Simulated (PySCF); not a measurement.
## Strontium: highly charged ions in a basis for the neutral atom

Sr⁸⁺ [Ar] 3d10 4s2, Sr⁹⁺ [Ar] 3d10 4s1. Computed with PySCF 2.14 in def2-SVP with the def2 core potential (28 electrons) (4s3p2d, 23 functions), with scalar relativity through the core potential. No spin-orbit coupling, so a gap to NIST mixes the basis error with missing relativistic terms.

Changed run: basis of the neutral atom used for a highly charged ion. This setting is unsound on purpose.

```tsv
species	method	sound run (hartree)	changed run (hartree)	converged
Sr⁸⁺	UHF	not run	-12.06907	yes
Sr⁸⁺	LDA	not run	-12.10123	yes
Sr⁸⁺	M06-2X	not run	-12.14719	yes
Sr⁹⁺	UHF	not run	-6.37237	yes
Sr⁹⁺	LDA	not run	-6.36269	yes
Sr⁹⁺	M06-2X	not run	-6.38958	yes
```

Ionisation energy of Sr⁸⁺:

| method | changed run (eV) | NIST (eV) |
| --- | --- | --- |
| UHF | 155.02 | 158.33 ± 0.25 |
| LDA | 156.15 | 158.33 ± 0.25 |
| M06-2X | 156.67 | 158.33 ± 0.25 |

The contracted functions were made for the neutral atom and can be too rigid for a highly charged ion.
